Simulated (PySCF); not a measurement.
heptafluorocyclopentane (C5H3F7), SMILES FC1CC(F)(F)C(F)(F)C1(F)F.

The structure is a stationary point at PBE0-D3(BJ)/def2-SVP. One conformer was computed; it need not be the lowest.

Method: SMD-M06-2X/6-31G* (PySCF).

Solvation free energies are E(SMD) − E(gas) at the gas-phase geometry, for 1 M in both phases. In vacuum the dipole moment is 3.06 D.

| solvent | ΔG(solv) (kcal/mol) | its non-electrostatic (CDS) part | dipole (D) |
|---|---|---|---|
| water | -0.6 | 6.0 | 4.04 |
| toluene | -2.4 | 0.6 | 3.49 |
| chloroform | -4.1 | 0.4 | 3.73 |
